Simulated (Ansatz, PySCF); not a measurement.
H$_{4}$O$_{4}$P (SMILES O=P(O)(O)[OH2+]), charge +1, singlet, geometry from GFN2-xTB. Base run: CAMB3LYP/6-31G** (PySCF).

Geometry (Å):
```xyz
9

O      0.3534     1.4060    -0.6870
P     -0.1489     0.2221    -0.0507
O     -0.4361     0.1429     1.4656
O     -1.1489    -0.7436    -0.7098
O      1.2923    -0.9764    -0.0533
H     -0.3908     0.9835     1.9253
H     -1.3237    -0.5807    -1.6391
H      2.1799    -0.5884    -0.1537
H      1.2833    -1.7763     0.5043
```
Charge +1, spin multiplicity 1.
All else is at PySCF's defaults.

The same geometry, method and basis name were run in Ansatz (an electronic-structure program) and PySCF, at each program's defaults and at the settings that a row names. The base is PySCF at its defaults. Differences at the defaults can come from grids, fitting, cores and function types together.

| code and settings | ΔE vs base (µEh) | basis functions | E (Eh) | SCF cycles |
|---|---|---|---|---|
| PySCF, defaults (exact integrals, its default grid, spherical functions) | 0.0 | 94 | -644.32617 | 10 |
| Ansatz, defaults (factorised integrals, its default grid, Cartesian functions) | -7075 | 99 | -644.33324 | - |
| PySCF, density fitting with def2-universal-jkfit | -47.2 | 94 | -644.32622 | 10 |
| PySCF, fine grid | 0.2 | 94 | -644.32617 | 10 |
| Ansatz, high accuracy, Cartesian functions as the basis file defines them | -7095 | 99 | -644.33326 | - |
